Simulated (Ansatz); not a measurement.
One change: `ClC(Cl)Br` becomes `[Cl][SnH]([Cl])[Br]`.

Ansatz, PBE0-D4/def2-TZVP geometries, multiplicity 1. 

Elements past krypton have def2 core potentials. Scalar relativity is left out up to krypton.

| property | `ClC(Cl)Br` |
| --- | --- |
| HOMO energy (B3LYP/def2-TZVPP) / eV | -8.18 |
| LUMO energy (PBE/def2-TZVPP) / eV | -2.29 |
| size of the dipole moment (B3LYP/def2-TZVPP) / D | 1.01 |
| HOMO–LUMO gap (PBE0/def2-TZVPP) / eV | 7.18 |
| HOMO energy (PBE0/def2-TZVPP) / eV | -8.46 |
| HOMO–LUMO gap (ωB97M-V/def2-TZVPP) / eV | 11.58 |

Problem. What does the change do to each property? (Best estimate.)

Solution. The calculation gave: 
| property | `[Cl][SnH]([Cl])[Br]` | shift |
| --- | --- | --- |
| HOMO energy (B3LYP/def2-TZVPP) / eV | -8.69 | -0.51 |
| LUMO energy (PBE/def2-TZVPP) / eV | -3.28 | -0.99 |
| size of the dipole moment (B3LYP/def2-TZVPP) / D | 1.88 | 0.87 |
| HOMO–LUMO gap (PBE0/def2-TZVPP) / eV | 6.59 | -0.59 |
| HOMO energy (PBE0/def2-TZVPP) / eV | -8.98 | -0.52 |
| HOMO–LUMO gap (ωB97M-V/def2-TZVPP) / eV | 10.81 | -0.77 |

With PBE0 the HOMO falls by 0.52 eV and the LUMO falls by 1.11 eV, so the gap narrows by about 0.59 eV. PBE moves the HOMO by -0.54 eV and ωB97M-V by -0.50 eV. Dipoles are sizes alone; their direction can turn.

B3LYP here is the variant with VWN-RPA as its local correlation; programs differ in this.

Spin–orbit coupling is left out; it splits and shifts lone-pair levels of the heavy atoms by tenths of an eV.
